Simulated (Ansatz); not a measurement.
## Which isomer of CH9AlOSi2 gives these data?

These gas-phase data were calculated for one isomer of CH9AlOSi2 at B3LYP/6-31G* (harmonic, unscaled wavenumbers; equilibrium rotational constants with average atomic masses):

- rotational constants: 5.741, 0.8204, 0.7626 GHz
- all wavenumbers above 1500 cm⁻¹: 3093, 3034, 2242, 2240, 2236, 2235, 2232, 2231, 1952

Candidates:

(1) `[SiH3][CH2][AlH][O][SiH3]`, a singlet
(2) `[CH3][Al]([SiH3])[O][SiH3]`, a singlet

Assign the data to one candidate and say why.

Candidate (1). The band at 1952 cm⁻¹ lies where the Al–H stretch is expected; (2) has no mode between 1700 and 2050 cm⁻¹.

The same quantities for all candidates:

```
     rotational constants (GHz)                           wavenumbers above 1500 cm⁻¹  E above the lowest, B3LYP/6-31G* (kcal/mol)
(1)       5.741, 0.8204, 0.7626  3093, 3034, 2242, 2240, 2236, 2235, 2232, 2231, 1952                                          2.5
(2)        2.724, 1.193, 0.8502  3118, 3098, 3032, 2242, 2240, 2232, 2219, 2215, 2206                                          0.0
```

Each candidate is one conformer. Programs: Ansatz 0.2.0.
